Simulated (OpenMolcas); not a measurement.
**In: the spin-orbit constant, worked from levels**

```json
{
  "Program": "OpenMolcas 26.06",
  "Basis": "ANO-R2 [7s6p4d2f1g]",
  "Scalar Hamiltonian": "X2C, finite nucleus",
  "Active space": "3 electrons in 9 orbitals (RAS2 5s 5p; RAS3 5d, at most 2 electrons)",
  "State averaging": "2S+1 = 4 odd, 1 root (0 in the spin-orbit step); 2S+1 = 2 odd, 3 roots; 2S+1 = 4 even, 3 roots; 2S+1 = 2 even, 5 roots",
  "Spin-orbit coupling": "RASSI with atomic mean-field integrals over the reference wave functions, term energies averaged over their components"
}
```

Methods: RASSCF; SS-RASPT2, IPEA 0.25 Eh, imaginary shift 0.1 Eh (closed shells correlated: 4d). Measured levels: NIST Handbook of Basic Atomic Spectroscopic Data.

**The spin-orbit constant.** For the Hund term ²P° of p1, E(J) = (A/2) J(J+1) + constant and ζ = 2S·A = A. From J = 1/2 to J = 3/2 the energy changes by 1.5 A.

```json
{"Source": "RASSCF", "E(3/2) - E(1/2)": "2094.5", "A": "1396.3", "ζ": "1396"}
{"Source": "SS-RASPT2", "E(3/2) - E(1/2)": "2094.5", "A": "1396.3", "ζ": "1396"}
{"Source": "measured", "E(3/2) - E(1/2)": "2212.6", "A": "1475.1", "ζ": "1475"}
```

All in cm-1. SS-RASPT2 is off by -5.3 % and RASSCF by -5.3 %. Both methods take the spin-orbit matrix elements from the reference wave functions, so the second can move ζ only through the term energies and any multistate remixing.

Some high roots are left out of the spin-orbit mixing, which shifts the levels that they would mix with. Active for correlation alone: 5d; no level in the range computed is led by a configuration that fills it, so any true level of that kind is missing. Without dynamic correlation excited terms often stand tens of per cent too high (terms of higher spin than the ground term too low), and those without a measured partner can miss by more than the paired ones (holds for RASSCF). Computed and measured levels are paired by configuration, term and J; levels that our copy of the source lacks, or whose pairing is in doubt (as where it misses far off the trend of its configuration), stay unpaired and out of the deviations. Only configurations of the active space appear.

° marks odd parity.
